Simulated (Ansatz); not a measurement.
`[CH3][Ta]([CH3])([CH3])=[O]` + H₂O → `[CH3][Ta]([CH3])(=[O])[OH]` + CH₄ at 700 K and 1 bar (formal hydrolysis of a Ta–C bond).

Isolated molecules relaxed with PBE0-D4/def2-TZVP in Ansatz; ΔE leaves out vibrations. CCSD(T)/CBS is the MP2 limit (def2-TZVPP, def2-QZVPP) plus CCSD(T) − MP2 in def2-TZVPP, frozen cores. This one scheme is used for every species. def2 core potentials past Kr. For Ta outer-core shells are correlated without core-valence functions, which leaves a few kJ/mol of doubt a bond. Each species was taken in one conformer, which may not be the lowest.

```
                      species  CCSD(T)/CBS energy (Eh)  H − E (kJ/mol)  S (J/(mol·K))
`[CH3][Ta]([CH3])([CH3])=[O]`               -251.69533           383.9          575.5
                          H₂O                -76.37941            80.5          218.4
 `[CH3][Ta]([CH3])(=[O])[OH]`               -287.67124           318.8          550.1
                          CH₄                -40.46206           145.9          224.0
```

H − E and S are ideal-gas, rigid-rotor, harmonic terms from PBE0-D4/def2-TZVP, for one conformer and one mirror image of each species. 1 Eh = 2625.50 kJ/mol, R = 8.31446 J/(mol·K).

Question: By hand: ΔE, ΔH, ΔS and ΔG.

Answer: ΔE = (-287.67124) + (-40.46206) − (-251.69533) − (-76.37941) = -0.05856 Eh = -153.7 kJ/mol. Δ(H − E) = 318.8 + 145.9 − 383.9 − 80.5 = 0.3, so ΔH = -153.4 kJ/mol. ΔS = 550.1 + 224.0 − 575.5 − 218.4 = -19.8 J/(mol·K). ΔG = -153.4 − 700 × (-19.8)/1000 = -139.5 kJ/mol.

Question: By hand: the equilibrium constant, and the temperature at which ΔG would vanish if ΔH and ΔS stayed fixed.

Answer: log₁₀ K = −ΔG/(RT ln 10) = 10.4. ΔG = 0 at ΔH/ΔS = 7747 K, far beyond where these terms or the molecules hold.

ΔH outweighs TΔS. A doubt of 5 kJ/mol in ΔE shifts log₁₀ K by 0.4 here. Other conformers and mirror images would add mixing entropy, several J/(mol·K) or more a flexible species. Modes under 60 cm⁻¹, often nearly free rotors, make the harmonic entropy too high. These are equilibria of isolated gas molecules and say nothing of rates. Largest T1 diagnostic: 0.019 (customary marks: 0.02 for closed shells, 0.045 for open ones).
